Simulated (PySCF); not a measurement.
ECD: `C[C@@H]1CC[Si@H](Cl)C1`, C₅H₁₁ClSi

Molfile (atoms numbered from 1):
```
C5H11ClSi
     RDKit          3D

 18 18  0  0  0  0  0  0  0  0999 V2000
    2.1819    0.0522   -0.3597 C   0  0  0  0  0  0  0  0  0  0  0  0
    0.7358   -0.3797   -0.1515 C   0  0  2  0  0  0  0  0  0  0  0  0
   -0.2176    0.2957   -1.1406 C   0  0  0  0  0  0  0  0  0  0  0  0
   -1.6532   -0.0976   -0.7764 C   0  0  0  0  0  0  0  0  0  0  0  0
   -1.6631   -0.1223    1.1301 Si  0  0  2  0  0  4  0  0  0  0  0  0
   -2.5621    1.5016    1.9361 Cl  0  0  0  0  0  0  0  0  0  0  0  0
    0.2348   -0.0523    1.2624 C   0  0  0  0  0  0  0  0  0  0  0  0
    2.8348   -0.4383    0.3591 H   0  0  0  0  0  0  0  0  0  0  0  0
    2.5186   -0.2063   -1.3616 H   0  0  0  0  0  0  0  0  0  0  0  0
    2.2793    1.1287   -0.2329 H   0  0  0  0  0  0  0  0  0  0  0  0
    0.6673   -1.4634   -0.2993 H   0  0  0  0  0  0  0  0  0  0  0  0
   -0.1031    1.3789   -1.0544 H   0  0  0  0  0  0  0  0  0  0  0  0
    0.0225    0.0147   -2.1677 H   0  0  0  0  0  0  0  0  0  0  0  0
   -2.3703    0.5862   -1.2273 H   0  0  0  0  0  0  0  0  0  0  0  0
   -1.8699   -1.0897   -1.1729 H   0  0  0  0  0  0  0  0  0  0  0  0
   -2.2767   -1.3137    1.7154 H   0  0  0  0  0  0  0  0  0  0  0  0
    0.5692    0.9499    1.5383 H   0  0  0  0  0  0  0  0  0  0  0  0
    0.6631   -0.7381    1.9912 H   0  0  0  0  0  0  0  0  0  0  0  0
  1  2  1  0
  2  3  1  0
  3  4  1  0
  4  5  1  0
  5  6  1  0
  5  7  1  0
  7  2  1  0
  1  8  1  0
  1  9  1  0
  1 10  1  0
  2 11  1  6
  3 12  1  0
  3 13  1  0
  4 14  1  0
  4 15  1  0
  5 16  1  6
  7 17  1  0
  7 18  1  0
M  END
```

Level of theory: TDDFT PBE0/def2-SVPD circular dichroism and optical rotation, one conformer, gas phase in PySCF 2.14.0. Geometry: GFN2-xTB.

States above about 8.0 eV (minus the energy of the highest occupied orbital) lie near or above the ionisation threshold and depend on the basis.

Q: What are the CIP labels of the stereocentres?

A: C2 R, Si5 S.

Q: Which excitations and rotatory strengths does the calculation give?

A: Rotatory strengths R in 10⁻⁴⁰ esu² cm², velocity form and length form (origin at the centre of mass); f in length form.
```
state  E (eV)  λ (nm)       f  R (velocity)  R (length)                                  main
    1    7.17     173   0.002          +3.0        +3.6      HOMO→LUMO+1 0.61, HOMO→LUMO 0.36
    2    7.43     167   0.030         +11.4       +10.9      HOMO→LUMO 0.61, HOMO→LUMO+1 0.35
    3    7.61     163   0.014          -2.4        -2.7  HOMO−1→LUMO+1 0.68, HOMO−1→LUMO 0.29
    4    7.80     159   0.111         -42.2       -41.4                      HOMO→LUMO+2 0.93
    5    7.91     157   0.015         -41.0       -39.4  HOMO−1→LUMO 0.64, HOMO−1→LUMO+1 0.26
    6    8.07     154   0.035         +34.4       +35.4  HOMO−1→LUMO+2 0.47, HOMO→LUMO+3 0.28
    7    8.11     153   0.005          -3.2        -3.1  HOMO→LUMO+3 0.54, HOMO−1→LUMO+2 0.35
    8    8.26     150   0.006         -16.3       -15.9    HOMO→LUMO+4 0.74, HOMO→LUMO+3 0.14
    9    8.50     146   0.002         +15.0       +14.0    HOMO−2→LUMO 0.72, HOMO→LUMO+5 0.21
   10    8.54     145   0.028         -50.3       -52.6  HOMO−1→LUMO+3 0.39, HOMO→LUMO+5 0.35
   11    8.62     144   0.022          -1.2        -1.3  HOMO−3→LUMO 0.33, HOMO−2→LUMO+1 0.22
   12    8.64     144   0.026          -3.9        -3.2  HOMO→LUMO+6 0.30, HOMO−1→LUMO+3 0.19
   13    8.65     143  0.0006          +3.6        +4.6  HOMO−3→LUMO 0.45, HOMO−2→LUMO+1 0.29
   14    8.69     143   0.013         +12.7       +12.6  HOMO→LUMO+6 0.32, HOMO−2→LUMO+1 0.26
   15    8.75     142   0.018         -20.0       -20.0  HOMO−1→LUMO+4 0.42, HOMO−3→LUMO 0.15
   16    8.81     141   0.009         +23.6       +22.5                    HOMO−3→LUMO+1 0.84
```

Among the states computed, the strongest CD band (largest |R|) is state 10. The largest dissymmetry factor in size, g = 4R/(D+G), with D and G the electric and magnetic dipole strengths, is +0.098 for state 9 (velocity form, f = 0.002), among bands with |R| over 0.5. The mirror image has the same energies and oscillator strengths and all R with the opposite sign.
